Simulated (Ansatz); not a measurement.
Stepwise reaction of `F[Si](F)(Cl)S[SiH2]Cl` with hydrogen, as a gas-phase model of exchange steps in deposition or etching. ΔE in kJ/mol.

Calculated with Ansatz (gas phase, PBE0-D4/def2-TZVP geometries, no zero-point term in ΔE). CBS: MP2 limit from def2 TZ/QZ plus the TZ coupled-cluster correction, frozen cores. This one scheme is used for every species. DFT in def2-TZVPP. B3LYP here is the variant with VWN-RPA as its local correlation; programs differ in this. Each species was taken in one conformer, which may not be the lowest.

```
step                                                   reaction  PBE-D4  B3LYP-D4  ωB97M-V  CCSD(T)/CBS
   1  `F[Si](F)(Cl)S[SiH2]Cl` + H₂ → `F[SiH](F)S[SiH2]Cl` + HCl    79.7      78.7     79.6         76.9
```

(1) Give the row of step 2, `F[SiH](F)S[SiH2]Cl` + H₂ → `F[SiH](F)S[SiH3]` + HCl. (An estimate is asked.)

(2) By hand: ΔE of the 2 steps together at CCSD(T)/CBS.

Answers

(1) Ansatz gave: 
```
step                                              reaction  PBE-D4  B3LYP-D4  ωB97M-V  CCSD(T)/CBS
   2  `F[SiH](F)S[SiH2]Cl` + H₂ → `F[SiH](F)S[SiH3]` + HCl    78.2      76.9     77.5         76.9
```

(2) (76.9) + (76.9) = 153.8 kJ/mol, or 76.9 kJ/mol a step.

In ΔE the steps differ by no more than 0.0 kJ/mol. All are uphill at CCSD(T)/CBS. PBE-D4 differs from CCSD(T)/CBS by 1.3 to 2.8 kJ/mol a step. Isolated molecules leave out the surface, adducts and barriers. Largest T1 diagnostic: 0.012.
